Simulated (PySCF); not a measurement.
Correlation energy of Se²⁺ (selenium, charge +2)

[Ar] 3d10 4s2 4p2, high-spin 3P determinant. Computed with PySCF 2.14 in cc-pVDZ-PP with ECP10MDF, with a scalar-relativistic core potential. Frozen: 3s2 3p6 3d10; 4 electrons correlated.

MP2 pair energies summed by pair of shells (mhartree):

```tsv
pair	energy	share (%)
4s-4p	-26.45	61.0
4s-4s	-12.54	28.9
4p-4p	-4.36	10.1
```

Total MP2 correlation energy: -43.36 mhartree.

Same-spin part -6.91 and opposite-spin part -36.45 mhartree; SCS-MP2 scales them by 1/3 and 6/5 to -46.04 mhartree.

```tsv
level	correlation energy (mhartree)
CCSD	-59.93
(T)	-0.54
CCSD(T)	-60.47
```

Diagnostics: T1 = 0.0058, D1 = 0.0160, largest double amplitude 0.095.

Problem. Is a single reference adequate?

Solution. Mostly. T1 lies below 0.03, but a double amplitude of this size points to a near-degeneracy that CCSD handles and MP2 describes poorly.
